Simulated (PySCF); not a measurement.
# What a mistake does to a calculation on Al2BCH6

Calculated results; nothing here was measured. They come from PySCF 2.14.0, an open-source quantum chemistry program, on an isolated molecule that a program drew, which may never have been made. The molecule is Al2BCH6 (charge 0, doublet), drawn as the SMILES string `[BH2][AlH][Al][CH3]`.

Each row is a Hartree-Fock (HF) and frozen-core CCSD(T) single point in the cc-pV(D+d)Z basis, meant for a local HF minimum. Run 1 is clean. Each other run has one planted mistake out of seven kinds, and not every kind appears here: one electron removed, one electron added, multiplicity raised by two, geometry at a saddle point, minimal basis STO-3G, one bond length entered in bohr, all coordinates scaled. The reference is restricted for singlets and unrestricted otherwise, and also for a bond in bohr. Adding or removing an electron swaps singlet and doublet. Electrons count all cores. HOMO and LUMO are orbital energies over both spins, the gradient is its largest component, and the lowest frequency (negative if imaginary) is given only where the gradient is small. Bond lengths are over the 9 bonds as drawn. T1 is the CCSD diagnostic: over 0.02 (restricted) or 0.045 (unrestricted) a single reference is doubtful.

Geometry of the clean run:
```xyz
10
Al2BCH6, angstrom
B     0.6390    2.3282    2.8604
Al   -0.5076    0.6770    2.0985
Al   -0.6487    0.0554   -0.4403
C     0.4064   -1.2244   -1.5276
H     1.6615    2.1688    3.4794
H     0.3300    3.4798    2.6817
H    -1.5571   -0.0398    3.0631
H     0.0874   -1.2711   -2.5727
H     0.3334   -2.2357   -1.1081
H     1.4698   -0.9533   -1.5125
```

| run | electrons | basis functions | <S^2> | HOMO (eV) | LUMO (eV) | gradient (hartree/bohr) | lowest frequency (cm^-1) | mean bond (Å) | longest bond (Å) | T1 | HF (hartree) | CCSD(T) (hartree) | mistake |
|---|---|---|---|---|---|---|---|---|---|---|---|---|---|
| 1 | 43 | 104 | 0.800 | -6.83 | 0.66 | 1.8e-05 | 54 | 1.5607 | 2.618 | 0.0217 | -549.81251 | -550.22142 | no fault |
| 2 | 44 | 104 | 0.000 | -0.48 | 5.28 | 1.7e-02 | - | 1.5607 | 2.618 | 0.0348 | -549.80108 | -550.25315 | one electron added |
| 3 | 43 | 104 | 1.461 | -7.06 | 0.37 | 2.0e-02 | - | 1.6692 | 2.618 | 0.0557 | -549.69359 | -550.09652 | one bond length entered in bohr |
| 4 | 43 | 34 | 0.787 | -2.59 | 7.20 | 2.8e-02 | - | 1.5607 | 2.618 | 0.0173 | -543.17601 | -543.36304 | ? |
| 5 | 42 | 104 | 0.000 | -14.01 | -5.37 | 2.3e-02 | - | 1.5607 | 2.618 | 0.0142 | -549.58862 | -549.98773 | ? |

**Which mistake was planted in run 4, and what did it cost?**

It has 34 basis functions where the clean run has 104, with the same electrons and geometry. So the mistake is: minimal basis STO-3G. Subtracting run 1 and multiplying by 627.51 kcal/mol a hartree, the energy moved by 4164.5 kcal/mol in HF and 4303.7 kcal/mol in CCSD(T).

**Which mistake was planted in run 5, and what did it cost?**

It counts 42 electrons, one fewer than the clean run, at the same geometry and basis. So the mistake is: one electron removed. Subtracting run 1 and multiplying by 627.51 kcal/mol a hartree, the energy moved by 140.5 kcal/mol in HF and 146.6 kcal/mol in CCSD(T).

Cautions from the logs. Run 2: T1 is over the limit, so its CCSD(T) energy is less reliable; run 3: T1 is over the limit, so its CCSD(T) energy is less reliable.
